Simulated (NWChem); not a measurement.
Species: GaH3; SMILES [GaH3]

All runs: NWChem. Pople sets run with spherical d functions. Structure relaxed at the PBE-D3(BJ)/def2-SVP level. Static field.

```csv
level,basis functions,isotropic polarisability (bohr³),anisotropy (bohr³),relative time
PBE/6-31G*,38,25.9,12.4,1
PBE/def2-SVP,47,28.2,14.4,1
PBE/def2-SVPD,62,34.7,12.0,2
PBE/def2-TZVP,66,31.9,12.1,3
PBE/aug-cc-pVDZ,63,34.9,12.2,20
PBE/def2-TZVPD,81,35.0,12.4,4
PBE/aug-cc-pVTZ,128,35.2,12.4,70
```

Relative times are rough (shared machine, one core).
